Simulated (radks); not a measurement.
The numbers below are computed, except where a source is named.
Q: Ionisation ladder of thallium, from Tl XXIII to Tl XLIV. Each ion is in the ground configuration listed by NIST, and IE = E(next ion) - E(this ion). Level of theory: Dirac Kohn-Sham, PBE, spin-unpolarised, spherical densities, point nucleus; open shells are shared between the two j in proportion to 2j + 1 (a radial shooting solver on a logarithmic mesh with Libxc functionals).

| species | configuration | IE, Delta-SCF (eV) | <r> HOMO (bohr) |
|---|---|---|---|
| Tl XXIII | [Kr] 4d10 4f13 | 671.72 | 0.437 |
| Tl XXIV | [Kr] 4d10 4f12 | 720.29 | 0.430 |
| Tl XXV | [Kr] 4d10 4f11 | 770.06 | 0.423 |
| Tl XXVI | [Kr] 4d10 4f10 | 821.01 | 0.417 |
| Tl XXVII | [Kr] 4d10 4f9 | 873.13 | 0.411 |
| Tl XXVIII | [Kr] 4d10 4f8 | 926.39 | 0.405 |
| Tl XXIX | [Kr] 4d10 4f7 | 980.78 | 0.400 |
| Tl XXX | [Kr] 4d10 4f6 | 1036.3 | 0.394 |
| Tl XXXI | [Kr] 4d10 4f5 | 1092.9 | 0.389 |
| Tl XXXII | [Kr] 4d10 4f4 | ? | 0.384 |
| Tl XXXIII | [Kr] 4d10 4f3 | ? | 0.380 |
| Tl XXXIV | [Kr] 4d10 4f2 | 1269.1 | 0.375 |
| Tl XXXV | [Kr] 4d10 4f1 | 1330.0 | 0.370 |
| Tl XXXVI | [Kr] 4d10 | 1637.9 | 0.390 |
| Tl XXXVII | [Kr] 4d9 | ? | 0.387 |
| Tl XXXVIII | [Kr] 4d8 | 1755.8 | 0.384 |
| Tl XXXIX | [Kr] 4d7 | 1815.7 | 0.382 |
| Tl XL | [Kr] 4d6 | 1876.1 | 0.379 |
| Tl XLI | [Kr] 4d5 | 1937.1 | 0.376 |
| Tl XLII | [Kr] 4d4 | 1998.7 | 0.374 |
| Tl XLIII | [Kr] 4d3 | 2060.8 | 0.371 |
| Tl XLIV | [Kr] 4d2 | ? | 0.369 |

Estimate the withheld Delta-SCF values.

A: Tl XXXII: 1150.6 eV (NIST 1170); Tl XXXIII: 1209.3 eV (NIST 1230); Tl XXXVII: 1696.5 eV (NIST 1681); Tl XLIV: 2123.4 eV (NIST 2140).

Beside tabulated values, note that spin-unpolarised runs miss the spin-polarisation part of the exchange energy of open shells.
